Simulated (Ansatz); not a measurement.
Reaction (substitution at a C–C bond): `Fc1cccc(C(F)(F)F)c1` + `C=CS` → `C=CSC(F)(F)F` + `Fc1ccccc1`

Isolated molecules relaxed with PBE0-D4/def2-TZVP in Ansatz; ΔE leaves out vibrations. CCSD(T)/CBS is the MP2 limit (def2-TZVPP, def2-QZVPP) plus CCSD(T) − MP2 in def2-TZVPP, frozen cores. This one scheme is used for every species. DFT in def2-TZVPP. B3LYP here is the variant with VWN-RPA as its local correlation; programs differ in this. One conformer a species, not always the lowest.

```json
{"level": "PBE-D4", "ΔE (kJ/mol)": "27.3", "difference from CCSD(T)/CBS": "-6.7"}
{"level": "r2SCAN-D4", "ΔE (kJ/mol)": "30.3", "difference from CCSD(T)/CBS": "-3.7"}
{"level": "PBE0-D4", "ΔE (kJ/mol)": "32.7", "difference from CCSD(T)/CBS": "-1.3"}
{"level": "B3LYP-D4", "ΔE (kJ/mol)": "31.4", "difference from CCSD(T)/CBS": "-2.6"}
{"level": "ωB97X-V", "ΔE (kJ/mol)": "33.5", "difference from CCSD(T)/CBS": "-0.5"}
{"level": "ωB97M-V", "ΔE (kJ/mol)": "32.8", "difference from CCSD(T)/CBS": "-1.2"}
{"level": "B2PLYP", "ΔE (kJ/mol)": "34.0", "difference from CCSD(T)/CBS": "0.0"}
{"level": "PBE", "ΔE (kJ/mol)": "27.3", "difference from CCSD(T)/CBS": "-6.7"}
{"level": "r2SCAN", "ΔE (kJ/mol)": "29.8", "difference from CCSD(T)/CBS": "-4.2"}
{"level": "PBE0", "ΔE (kJ/mol)": "32.5", "difference from CCSD(T)/CBS": "-1.5"}
{"level": "B3LYP", "ΔE (kJ/mol)": "32.0", "difference from CCSD(T)/CBS": "-2.0"}
{"level": "HF/def2-TZVPP", "ΔE (kJ/mol)": "40.7", "difference from CCSD(T)/CBS": "6.7"}
{"level": "MP2/def2-TZVPP", "ΔE (kJ/mol)": "39.1", "difference from CCSD(T)/CBS": "5.1"}
{"level": "SCS-MP2/def2-TZVPP", "ΔE (kJ/mol)": "38.9", "difference from CCSD(T)/CBS": "4.9"}
{"level": "CCSD/def2-TZVPP", "ΔE (kJ/mol)": "40.6", "difference from CCSD(T)/CBS": "6.6"}
{"level": "CCSD(T)/def2-TZVPP", "ΔE (kJ/mol)": "39.1", "difference from CCSD(T)/CBS": "5.1"}
{"level": "HF/def2-QZVPP", "ΔE (kJ/mol)": "40.5", "difference from CCSD(T)/CBS": "6.5"}
{"level": "MP2/def2-QZVPP", "ΔE (kJ/mol)": "36.0", "difference from CCSD(T)/CBS": "2.0"}
{"level": "SCS-MP2/def2-QZVPP", "ΔE (kJ/mol)": "36.1", "difference from CCSD(T)/CBS": "2.1"}
{"level": "HF/CBS(def2)", "ΔE (kJ/mol)": "40.4", "difference from CCSD(T)/CBS": "6.4"}
{"level": "MP2/CBS(def2)", "ΔE (kJ/mol)": "34.0", "difference from CCSD(T)/CBS": "0.0"}
{"level": "CCSD/CBS(def2)", "ΔE (kJ/mol)": "35.5", "difference from CCSD(T)/CBS": "1.5"}
{"level": "CCSD(T)/CBS", "ΔE (kJ/mol)": "34.0", "difference from CCSD(T)/CBS": "0"}
```

Largest T1 diagnostic among the species: 0.013.

From PBE to PBE0 (25 % exact exchange), in def2-TZVPP and without D4, ΔE moves by +5.2 kJ/mol.

CCSD(T)/CBS has its own doubt, a few kJ/mol and more with outer-core shells, so smaller differences from it don't rank the levels.
